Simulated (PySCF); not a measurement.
Computed shifts of a molecule C3H6BFO2, PBE/pcSseg-1 in PySCF, GIAO, gas phase, equivalent atoms averaged, in ppm (number of nuclei): ¹³C: 162.8 (1), 99.7 (1), 26.5 (1). ¹⁹F: -155.0 (1). ¹H: 4.87 (2), 3.55 (1), 2.15 (3). References: ¹³C against TMS (σ = 182.0 ppm); ¹⁷O against H2O (σ = 334.3 ppm); ¹¹B against BF3 (σ = 83.9 ppm); ¹⁹F against CFCl3 (σ = 133.6 ppm); ¹H against TMS (σ = 31.49 ppm), references at their B3LYP-D3(BJ)/def2-TZVP geometries, non-relativistic. Geometry optimised at ωB97X-D3(BJ)/def2-SVP. Other conformers were not sampled.

### Question
Which molecule gave these data?
A. C=C(C)OB(O)F
B. OB1C[C@H](O)[C@H]1F
C. OC[C@@H]1CB(F)O1
D. O[C@@H]1C[C@H](O)B1F

### Answer
A, C=C(C)OB(O)F
